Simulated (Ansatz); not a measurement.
Cost and result up the ladder for Zr₄O₁₅H₁₄, a hydroxylated oxide cluster (33 atoms). Charge 0, multiplicity 1. Geometry: PBE-D4/def2-SVP.

Cartesian coordinates in Å:
```
Zr -0.5724 -0.5891 0.4499
Zr 1.8326 1.6732 -0.3981
Zr 0.4724 -1.2986 -2.9496
Zr -2.9234 0.0180 3.0415
O 2.3317 2.2723 -2.2333
O 1.5370 3.2892 0.6688
O 1.0224 0.3819 -3.7259
O 3.5099 1.0033 0.3419
O 1.3144 -0.5231 -0.9064
O 0.6630 0.4745 1.7710
O -0.2967 1.3512 -0.6367
O -1.1827 0.0856 3.9278
O -0.5492 -2.1607 -4.3576
O 1.9643 -2.5602 -2.6144
O -1.1370 -1.3152 -1.5400
O -0.1572 -2.3347 1.1923
O -2.3523 -0.1498 1.1544
O -3.8809 1.6942 3.2950
O -3.9496 -1.5349 3.6093
H 3.0993 2.7204 -2.6251
H 1.8347 3.9008 1.3570
H 1.5350 1.1506 -3.3599
H 3.9179 0.5245 1.0790
H 2.0406 -1.1540 -0.7222
H 0.4331 1.3941 2.0110
H -0.9416 2.0779 -0.5765
H -0.2921 0.0731 3.5082
H -1.0296 -2.4620 -5.1390
H 2.2999 -3.3237 -3.1098
H -2.0244 -1.6414 -1.7685
H 0.1577 -3.1740 1.5513
H -4.3849 2.4453 3.6313
H -4.2917 -2.3089 4.0734
```

Ansatz on 2 threads of AMD EPYC 7R13 on a shared host and a share (18 GiB) of an NVIDIA H100 80GB HBM3. Times are rough, and most runs start from the orbitals of an earlier one. PBE0-D4/def2-TZVP serves as the yardstick here, not as an exact answer. Differences are given only for rows in sets of like size (and for xTB, whose basis is part of the method), since another set adds its own error. Binding counts from free atoms at the same level (Zr triplet, O triplet, H doublet; other spins of the atoms weren't run), without zero-point energy or a counterpoise term.

In the def2 sets Zr takes a core potential; there is no spin–orbit coupling. B3LYP takes the VWN-RPA correlation. Correlated methods freeze 15 core orbitals; core or outer-core shells of Zr are correlated, in sets that lack core-valence functions. The rows differ in basis, and correlated rows in double-zeta sets carry the largest basis error. Single mean-field runs in def2-SVP, def2-TZVP are fitted with def2-universal-jkfit.

Correlated methods converge slowly with the basis, most of all in double-zeta sets.

```csv
level,functions,wall time
PBE0-D4/def2-SVP,404,7 s
MP2/def2-SVP,404,7.5 s
LDA (SPW92)/def2-TZVP,709,8.5 s
B3LYP-D4/def2-TZVP,709,11 s
PBE0-D4/def2-TZVP (with forces),709,12 s
B97M-V/def2-TZVP,709,18 s
```

(1) Estimate what each level gives for the binding energy per atom (eV).

## Answers

(1) 
| level | binding energy per atom (eV) | difference from PBE0-D4/def2-TZVP (eV) |
| --- | --- | --- |
| PBE0-D4/def2-SVP | 4.71 | – |
| MP2/def2-SVP | 4.67 | – |
| LDA (SPW92)/def2-TZVP | 5.49 | 0.85 |
| B3LYP-D4/def2-TZVP | 4.68 | 0.04 |
| PBE0-D4/def2-TZVP (with forces) | 4.64 | 0.00 |
| B97M-V/def2-TZVP | 4.69 | 0.04 |
